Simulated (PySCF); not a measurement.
Species: TeMe2, C2H6Te.
Geometry (PBE0-D3(BJ)/def2-SVP, Å), atoms numbered from 1 in this order:
```
atom  x, y, z in Å
Te1    0.008   -0.022   -1.467
C2     1.585   -0.035   -0.003
H3     1.506   -0.932    0.624
H4     1.529    0.872    0.613
H5     2.541   -0.051   -0.543
C6    -1.556    0.020    0.010
H7    -1.475    0.933    0.613
H8    -1.490   -0.871    0.648
H9    -2.516    0.017   -0.522
```

Computed with PySCF, PBE0-D3(BJ)/def2-SVP geometry optimisation, gas phase, def2 core potentials past Kr.

(1) Which atoms are bound to Te1, and at what distances?

(2) What is the shape at Te1?

(3) What are the other bond lengths?

(4) What are the rotational constants (commonest isotopes, rigid rotor)?

Answers

(1) 2 atoms: C6 2.152 Å, C2 2.152 Å. The nearest atom not counted as bound is H9, at 2.70 Å (others tie with it).

(2) Bent: angle 93.7°.

(3) C2–H3 and 5 like bonds 1.098 Å.

(4) A = 8200, B = 5985, C = 3623 MHz: an asymmetric top.

Point group: C2v (every atom within 0.08 Å of its image). Charge 0, singlet. PBE0-D3(BJ)/def2-SVP frequencies: not computed here.
